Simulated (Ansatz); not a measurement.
Species: ethoxygermane, C$_{2}$H$_{8}$GeO, charge 0, multiplicity 1. 
Coordinates optimised at B3LYP-D3(BJ)/def2-TZVP (Ansatz, an electronic-structure program):
```xyz
12

C      2.8889    -0.1220     0.0285
C      1.5041    -0.0035    -0.5744
O      0.5411    -0.0702     0.4702
Ge    -1.1939     0.0443     0.0486
H      2.9927    -1.0698     0.5583
H      3.0651     0.6882     0.7374
H      3.6512    -0.0739    -0.7523
H      1.4112     0.9457    -1.1198
H      1.3388    -0.8127    -1.2989
H     -1.9285    -0.0620     1.3888
H     -1.4550     1.3955    -0.6493
H     -1.5584    -1.1130    -0.9047
```
Charge 0, spin multiplicity 1.

Wanted: vertical ionisation energy (to the doublet state of charge +1; each state is the SCF solution reached for its spin), in eV. Correlated levels leave the core frozen unless marked. Open shells are spin-unrestricted. No spin-orbit coupling. The frozen core is the preceding noble-gas configuration, with the filled d and f shells of earlier blocks. Non-relativistic. CBS marks a two-point X^-3 extrapolation of the correlation energy; Hartree-Fock from the larger set. [CCSD(T)-MP2]/basis is that difference in the basis named.

```tsv
level	program	vertical ionisation energy (eV)
B3LYP/def2-TZVPD	Ansatz	9.81
BHLYP/def2-TZVPD	Ansatz	[?]
CCSD/aug-cc-pVDZ	Ansatz	9.95
RI-MP2/CBS(aug-cc-pVTZ,aug-cc-pVQZ)+[CCSD(T)-MP2]/aug-cc-pVTZ	Ansatz	[?]
```

Task: Some entries are withheld; supply them.

Result: 
- BHLYP/def2-TZVPD, vertical ionisation energy (eV): 9.80
- RI-MP2/CBS(aug-cc-pVTZ,aug-cc-pVQZ)+[CCSD(T)-MP2]/aug-cc-pVTZ, vertical ionisation energy (eV): 10.24
